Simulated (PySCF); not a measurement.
Nd⁵⁴⁺ (neodymium, charge +54): Hartree-Fock from Schrödinger to Dirac-Coulomb-Breit

Occupied: 1s1/2, 2s1/2, 2p1/2. Hartree-Fock calculated with PySCF 2.14 in an even-tempered Gaussian basis (16 s from 11 bohr⁻², ratio 2.7; 13 p from 13 bohr⁻², ratio 2.7), Gaussian nucleus throughout. NR is non-relativistic, sf-X2C the spin-free one-electron X2C Hamiltonian, X2C adds the bare one-electron spin-orbit term, X2C-SNSO screens it by Boettger's factors, DC is four-component Dirac-Coulomb, and the Gaunt and Breit terms are added at first order (total energies over the DC spinors, levels after relaxing the spinors in that mean field). QED terms are absent. Levels marked empty are virtual spinors of this ion.

```tsv
Hamiltonian	E (hartree)
X2C	-5497.5759
X2C-SNSO	-5496.4480
DC	-5498.5983
DC+Gaunt	-5493.3532
DC+Breit	-5493.6250
```

| level (eV) | X2C | X2C-SNSO | DC | DC+Gaunt | DC+Breit |
| --- | --- | --- | --- | --- | --- |
| 1s1/2 | -48941.9 | -48943.2 | -48976.5 | -48871.0 | -48874.4 |
| 2s1/2 | -11592.8 | -11593.2 | -11597.5 | -11586.9 | -11587.9 |
| 2p1/2 | -11414.0 | -11399.0 | -11402.9 | -11380.8 | -11383.4 |
| 2p3/2 (empty) | -10555.1 | -10561.0 | -10561.8 | -10550.9 | -10553.5 |
| 3s1/2 (empty) | -4833.4 | -4833.5 | -4834.6 | -4831.6 | -4832.0 |

Question: How large are the two-electron picture-change error of X2C and the Breit correction in the total energy?

Answer: X2C-1e lies 1.0224 hartree above Dirac-Coulomb; Gaunt adds 5.2451 and the full Breit term 4.9733 hartree.

Weight of the small component: 1s1/2 0.0498, 2s1/2 0.0117, 2p1/2 0.0117, 2p3/2 0.0109, 3s1/2 0.00486.

Koopmans' value for the highest occupied level at DC+Breit: 11383.4 eV, against an ionisation energy of 11384 ± 5 eV (theoretical estimate listed by NIST; NIST Atomic Spectra Database, ionization energies); the former lacks relaxation, correlation, QED and recoil.

The whole ladder took 110 s of wall time on 1 thread of Intel(R) Xeon(R) Platinum 8259CL CPU @ 2.50GHz (shared host), launched as `OMP_NUM_THREADS=1 python relrun2.py TASK.json OUT` (a driver that calls PySCF for each Hamiltonian).
